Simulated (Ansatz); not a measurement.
The cluster Si₂B₈⁻. Total charge -1; doublet. Geometry PBE-D4/def2-SVP; atoms count from 1.

```xyz
10

B     1.3541   -1.4177    1.5270
B    -0.4407    0.4583   -0.5583
B    -0.6530    0.7694    1.1021
B     0.7401   -0.8723   -1.2493
B    -1.1832    1.2165   -1.8154
B     1.4692   -1.6172   -0.0363
B    -0.1570    0.0709   -2.1784
B     0.4257   -0.4414    0.5830
Si   -1.7920    1.9704   -0.0238
Si    0.2369   -0.1368    2.6494
```

The structure comes from a short search, and lower isomers may exist.

Problem. Estimate the Mulliken populations from the PBE0/def2-TZVP orbitals of Ansatz.

Solution. 
```csv
atom,charge (e),spin (α − β)
B1,-0.28,0.27
B2,0.23,0.01
B3,-0.24,0.25
B4,0.09,0.09
B5,-0.28,0.27
B6,-0.20,-0.07
B7,-0.20,-0.07
B8,0.23,0.01
Si9,-0.17,0.13
Si10,-0.17,0.13
```
Mulliken values and Mayer orders depend strongly on the basis.

Problem. Where does the spin sit?

Solution. Summed by element: B 0.75, Si 0.25, of 1 unpaired in all. Largest on single atoms: B1 0.27, B5 0.27, B3 0.25.

Problem. And the Mayer bond orders between bonded heavy atoms (over 0.3)?

Solution. B1–B6 1.45 (1.58 Å); B1–B8 0.56 (1.65 Å); B1–Si10 1.13 (2.04 Å); B2–B3 0.51 (1.70 Å); B2–B4 0.40 (1.91 Å); B2–B5 0.56 (1.65 Å); B2–B7 0.64 (1.69 Å); B2–B8 0.72 (1.69 Å); B2–Si9 0.63 (2.10 Å); B3–B8 0.51 (1.70 Å); B3–Si9 1.22 (2.00 Å); B3–Si10 1.22 (2.00 Å); B4–B6 1.14 (1.60 Å); B4–B7 1.14 (1.60 Å); B4–B8 0.40 (1.91 Å); B5–B7 1.45 (1.58 Å); B5–Si9 1.13 (2.04 Å); B6–B8 0.64 (1.69 Å); B8–Si10 0.63 (2.10 Å).
